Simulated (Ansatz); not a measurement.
System: C3H6F, net charge 0, doublet state. It need not be the lowest isomer of its formula. 
Coordinates optimised at B3LYP-D3(BJ)/def2-TZVP (Ansatz, an electronic-structure program):
```xyz
10

C      1.6356     0.0549     0.1152
C      0.4682    -0.7509    -0.3229
C     -0.8460    -0.3094     0.2934
F     -1.1329     1.0068    -0.0840
H      1.5226     1.1106     0.3166
H      2.6330    -0.3600     0.0932
H      0.3543    -0.7067    -1.4179
H      0.6156    -1.8100    -0.0849
H     -0.8019    -0.3293     1.3846
H     -1.6741    -0.9328    -0.0505
```
Charge 0, spin multiplicity 2.

Computed values are from Ansatz. Valence correlation only, unless marked. UHF or UKS for open shells. Spin-orbit coupling is left out. No relativistic terms. Basis-set limits of correlation are two-point, X^-3; Hartree-Fock from the larger set. [CCSD(T)-MP2]/basis is that difference in the basis named.

- atomisation energy De: 905.2 kcal/mol at RI-MP2/CBS(cc-pVTZ,cc-pVQZ)+[CCSD(T)-MP2]/cc-pVTZ
- total energy: -217.4822 Eh at RI-MP2/CBS(cc-pVTZ,cc-pVQZ)+[CCSD(T)-MP2]/cc-pVTZ
- dipole moment: 1.91 D at CCSD(T)/aug-cc-pVDZ
- T1 diagnostic: 0.011 at CCSD/cc-pVTZ
